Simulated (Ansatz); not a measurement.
Relaxation of C2H4ClFOSi (10 atoms, charge 0, multiplicity 1), to a largest force component of 0.015 eV/Å in at most 40 steps.

All numbers below come from Ansatz 0.2.0, RKS LDA/def2-SVP.

```xyz
10
Properties=species:S:1:pos:R:3
F 1.196 -2.324 -0.416
C 1.047 -0.953 -0.141
Cl 2.280 -0.533 1.024
Si -0.554 -0.587 0.563
C -0.893 1.624 0.049
O -0.943 0.847 1.212
H 1.271 -0.393 -1.058
H -1.714 -1.114 -0.256
H -1.686 1.547 -0.624
H 0.079 1.834 -0.351
```

Problem. Where does it end, and by what steps?

Solution. It converged. The force dipped under the threshold on the way, but the program's further checks kept it going. After 26 steps the energy has fallen by 2.221 eV; H7 moved furthest, 0.82 Å.

```json
{"step": "0", "energy less start (eV)": "0.0000", "largest force component (eV/Å)": "3.328", "accepted": "yes"}
{"step": "1", "energy less start (eV)": "-0.8122", "largest force component (eV/Å)": "2.480", "accepted": "yes"}
{"step": "2", "energy less start (eV)": "-1.2870", "largest force component (eV/Å)": "1.404", "accepted": "yes"}
{"step": "3", "energy less start (eV)": "-1.5631", "largest force component (eV/Å)": "1.754", "accepted": "yes"}
{"step": "4", "energy less start (eV)": "-1.8511", "largest force component (eV/Å)": "1.611", "accepted": "yes"}
{"step": "5", "energy less start (eV)": "-2.0108", "largest force component (eV/Å)": "0.768", "accepted": "yes"}
{"step": "6", "energy less start (eV)": "-2.1056", "largest force component (eV/Å)": "0.475", "accepted": "yes"}
{"step": "7", "energy less start (eV)": "-2.1510", "largest force component (eV/Å)": "0.399", "accepted": "yes"}
{"step": "8", "energy less start (eV)": "-2.1603", "largest force component (eV/Å)": "0.129", "accepted": "yes"}
{"step": "9", "energy less start (eV)": "-2.1630", "largest force component (eV/Å)": "0.051", "accepted": "yes"}
{"step": "10", "energy less start (eV)": "-2.1635", "largest force component (eV/Å)": "0.025", "accepted": "yes"}
{"step": "11", "energy less start (eV)": "-2.1637", "largest force component (eV/Å)": "0.010", "accepted": "yes"}
{"step": "12", "energy less start (eV)": "-2.1641", "largest force component (eV/Å)": "0.055", "accepted": "yes"}
{"step": "13", "energy less start (eV)": "-2.1566", "largest force component (eV/Å)": "0.700", "accepted": "no"}
{"step": "14", "energy less start (eV)": "-2.1660", "largest force component (eV/Å)": "0.062", "accepted": "yes"}
{"step": "15", "energy less start (eV)": "-2.1709", "largest force component (eV/Å)": "0.186", "accepted": "yes"}
{"step": "16", "energy less start (eV)": "-2.1770", "largest force component (eV/Å)": "0.464", "accepted": "yes"}
{"step": "17", "energy less start (eV)": "-2.1868", "largest force component (eV/Å)": "0.520", "accepted": "yes"}
{"step": "18", "energy less start (eV)": "-2.2033", "largest force component (eV/Å)": "0.245", "accepted": "yes"}
{"step": "19", "energy less start (eV)": "-2.2129", "largest force component (eV/Å)": "0.131", "accepted": "yes"}
{"step": "20", "energy less start (eV)": "-2.2195", "largest force component (eV/Å)": "0.064", "accepted": "yes"}
{"step": "21", "energy less start (eV)": "-2.2194", "largest force component (eV/Å)": "0.136", "accepted": "no"}
{"step": "22", "energy less start (eV)": "-2.2205", "largest force component (eV/Å)": "0.015", "accepted": "yes"}
{"step": "23", "energy less start (eV)": "-2.2206", "largest force component (eV/Å)": "0.105", "accepted": "yes"}
{"step": "24", "energy less start (eV)": "-2.2209", "largest force component (eV/Å)": "0.015", "accepted": "yes"}
{"step": "25", "energy less start (eV)": "-2.2208", "largest force component (eV/Å)": "0.035", "accepted": "no"}
{"step": "26", "energy less start (eV)": "-2.2210", "largest force component (eV/Å)": "0.004", "accepted": "yes"}
```

```xyz
10
Properties=species:S:1:pos:R:3
F 1.150 -2.304 0.355
C 1.119 -1.072 -0.210
Cl 2.202 0.047 0.648
Si -0.633 -0.353 -0.130
C -0.853 1.442 0.075
O -0.970 0.585 1.233
H 1.512 -1.149 -1.252
H -1.691 -1.308 -0.585
H -1.793 1.956 -0.220
H 0.040 2.104 0.089
```

Whether the end is a true minimum wasn't checked by a vibrational analysis.

The run took 55 s on 2 threads of Arm Neoverse V1, with other jobs on the host, peak memory 0.18 GiB.
